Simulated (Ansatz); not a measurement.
Stepwise reaction of `[CH3][SbH][CH3]` with water, as a gas-phase model of exchange steps in deposition or etching. ΔE in kJ/mol; ΔG adds harmonic PBE0-D4 terms to CCSD(T)/CBS, at 1 bar.

Calculated with Ansatz (gas phase, PBE0-D4/def2-TZVP geometries, no zero-point term in ΔE). CBS: MP2 limit from def2 TZ/QZ plus the TZ coupled-cluster correction, frozen cores. This one scheme is used for every species. Functionals use def2-TZVPP. B3LYP here is the variant with VWN-RPA as its local correlation; programs differ in this. def2 core potentials past Kr. For Sb outer-core shells are correlated without core-valence functions, which leaves a few kJ/mol of doubt a bond. Each species was taken in one conformer, which may not be the lowest.

```csv
step,reaction,PBE-D4,B3LYP-D4,ωB97M-V,CCSD(T)/CBS,ΔG(600 K)
1,`[CH3][SbH][CH3]` + H₂O → `[CH3][SbH][OH]` + CH₄,-36.2,-40.3,-35.7,-30.4,-24.2
2,`[CH3][SbH][OH]` + H₂O → `[OH][SbH][OH]` + CH₄,-50.0,-52.3,-47.5,-43.0,-32.4
```

Problem. By hand: ΔE of the 2 steps together at CCSD(T)/CBS.

Solution. (-30.4) + (-43.0) = -73.4 kJ/mol, or -36.7 kJ/mol a step.

In ΔE each step is lower than the one before. All are downhill at CCSD(T)/CBS. ΔG lies between -32.4 and -24.2 kJ/mol a step. PBE-D4 differs from CCSD(T)/CBS by -7.0 to -5.8 kJ/mol a step. Isolated molecules leave out the surface, adducts and barriers. Largest T1 diagnostic: 0.015.
